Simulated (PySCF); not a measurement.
Start geometry of GeCl2(NHMe)2, `C[NH][Ge]([Cl])([Cl])[NH]C` from GFN2-xTB (Å):
```
atom  x, y, z in Å
Ge1    1.023   -0.311    0.082
Cl2    1.297   -0.139    2.163
Cl3    2.782   -0.260   -0.968
N4    -0.036    1.176   -0.339
C5     0.117    2.523    0.041
H6    -0.501    1.144   -1.282
H7    -0.782    3.098    0.055
H8     0.555    2.559    1.076
H9     0.846    3.066   -0.513
N10    0.052   -1.725   -0.466
C11   -1.241   -2.111    0.123
H12    0.660   -2.526   -0.635
H13   -1.188   -2.591    1.024
H14   -1.854   -1.194    0.280
H15   -1.761   -2.786   -0.597
```

Problem. What comes out of this run: PBE0-D3(BJ)/def2-SVP geometry optimisation, gas phase in PySCF?

Solution. 
```
atom  x, y, z in Å
Ge1    0.8967   -0.2298    0.0424
Cl2    1.2203   -0.0452    2.1741
Cl3    2.8665   -0.3163   -0.8437
N4    -0.1150    1.1841   -0.4096
C5     0.1328    2.5303    0.0569
H6    -0.4737    1.1283   -1.3583
H7    -0.7962    3.1226    0.0340
H8     0.4704    2.4977    1.1031
H9     0.9006    3.0728   -0.5258
N10    0.0599   -1.7338   -0.4793
C11   -1.2018   -2.1236    0.1169
H12    0.6898   -2.5077   -0.6678
H13   -1.1038   -2.6010    1.1096
H14   -1.8393   -1.2350    0.2381
H15   -1.7400   -2.8195   -0.5466
```

The energy falls by 0.641 eV over 9 energy and gradient evaluations, the largest force component goes from 0.0677 to 3.4e-04 Eh/bohr, and the atoms move by 0.082 Å rms after alignment. The bond that changes most is Ge1–Cl3 (ends: germanium bonded to 2 Cl and 2 N; chlorine bonded to Ge), which lengthens by 0.113 Å. Bonds longer at the end by more than 0.005 Å: 6 of 14; shorter: 6. Among the angles that change most is Cl2–Ge1–Cl3, from 113.2° to 105.7°. Among the dihedrals that turn most is Cl3–Ge1–N10–H12, from 39° to 28°. Rotational constants go from 1231, 1129, 1005 to 1213, 1137, 990.8 MHz. The orientation of the end geometry is arbitrary; only internal coordinates are fixed.

The run used 164 basis functions and 58 SCF cycles in all. Hardware: an Arm Neoverse V2 with one thread, no GPU, on a shared host. Cost: 2.0 min, 0.67 GiB resident at most.

No PBE0-D3(BJ)/def2-SVP frequencies stand behind this structure, so it isn't proved a minimum. One conformer, not necessarily the lowest.
